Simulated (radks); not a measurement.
These are the eigenvalues of the occupied orbitals of an atom or ion with whole-number occupations (hartree). Method: Dirac Kohn-Sham, OLYP, spin-unpolarised, spherical densities, finite nucleus; Fermi nuclear charge, rms radius of each element as measured or else 0.836 A^(1/3) + 0.57 fm; computed with a radial shooting solver on a logarithmic mesh with Libxc functionals.

| orbital | eigenvalue |
|---|---|
| 1s1/2 | -1162.617 |
| 2s1/2 | -179.4451 |
| 2p1/2 | -168.2326 |
| 2p3/2 | -158.1474 |
| 3s1/2 | -36.73875 |
| 3p1/2 | -32.12765 |
| 3p3/2 | -30.24497 |
| 3d3/2 | -22.11794 |
| 3d5/2 | -21.72341 |
| 4s1/2 | -7.29097 |
| 4p1/2 | -5.70355 |
| 4p3/2 | -5.34533 |
| 4d3/2 | -2.80504 |
| 4d5/2 | -2.75001 |
| 5s1/2 | -1.62335 |
| 5d3/2 | -0.68911 |

Which element is it, and in what charge state? The configuration may be excited. Open shells, if any, fill j = l - 1/2 first.

Answer. Z = 52, tellurium, charge +3: Te3+ in [Kr] 4d10 5s2 5d1. The list shows which subshells hold electrons but not how many an open one holds; the 1s level, -1162.6 hartree, gives Z - s = 48.2 by -(Z - s)^2/2, which with screening and relativity narrows Z to a few neighbours, and the depths of the outer levels then fix element, charge and occupations together.
